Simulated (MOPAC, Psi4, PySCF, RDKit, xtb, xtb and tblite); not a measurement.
Two geometries of SMILES c1c(C#N)cccc1O (C7H5NO), singlet, relaxed at GFN2-xTB with one dihedral held; other torsions can differ between them too.

Structure A

```
14

N     -3.4190    -1.4977    -0.3294
C     -2.4061    -0.9709    -0.2283
C     -1.1609    -0.3111    -0.1006
C     -1.1153     1.0832    -0.0838
C      0.1069     1.7167     0.0349
C      1.2739     0.9796     0.1376
C      1.2270    -0.4126     0.1455
O      2.3590    -1.1709     0.1654
C      0.0067    -1.0612     0.0087
H     -2.0289     1.6515    -0.1681
H      0.1555     2.7952     0.0373
H      2.2278     1.4806     0.2288
H      3.0197    -0.7844     0.7511
H     -0.0221    -2.1393    -0.0139
```

Structure B

```
14

N      3.4178    -1.4977    -0.2982
C      2.4030    -0.9726    -0.2085
C      1.1562    -0.3126    -0.0979
C      1.1140     1.0824    -0.0697
C     -0.1080     1.7167     0.0388
C     -1.2781     0.9807     0.1189
C     -1.2366    -0.4106     0.0907
O     -2.3569    -1.1697     0.1664
C     -0.0130    -1.0615    -0.0182
H      2.0301     1.6491    -0.1326
H     -0.1546     2.7949     0.0617
H     -2.2315     1.4852     0.2038
H     -3.1383    -0.6080     0.2386
H      0.0134    -2.1395    -0.0395
```

Which is lower in energy at the level PBE0-D3(BJ)/def2-SVP // GFN2-xTB in Psi4 1.11, and by how much?

B is lower, by 1.83 kcal/mol (dihedral C6–C7–O8–H13: 40° in A, 0° in B).

E(B) − E(A) in kcal/mol at the other levels, on the same two geometries: GFN2-xTB (xtb and tblite) -2.23; MMFF94 // GFN2-xTB (RDKit) -1.66; PBE0/def2-SVP // GFN2-xTB (Psi4) -1.83; PBE/def2-SVP // GFN2-xTB (Psi4) -2.06; PBE-D3(BJ)/def2-SVP // GFN2-xTB (Psi4) -2.07; UFF // GFN2-xTB (RDKit) -2.33; PM3, restricted, heats of formation // GFN2-xTB (MOPAC) -0.95; PM7, restricted, heats of formation // GFN2-xTB (MOPAC) -1.08; GFN1-xTB // GFN2-xTB (xtb) -1.72; restricted B3LYP/6-31G*, spherical d, density fitting // GFN2-xTB (PySCF) -1.68; restricted Hartree-Fock/3-21G, density fitting // GFN2-xTB (PySCF) -1.03; restricted Hartree-Fock/LANL2DZ, density fitting // GFN2-xTB (PySCF) -0.73; restricted B3LYP/LANL2DZ, density fitting // GFN2-xTB (PySCF) -1.32.
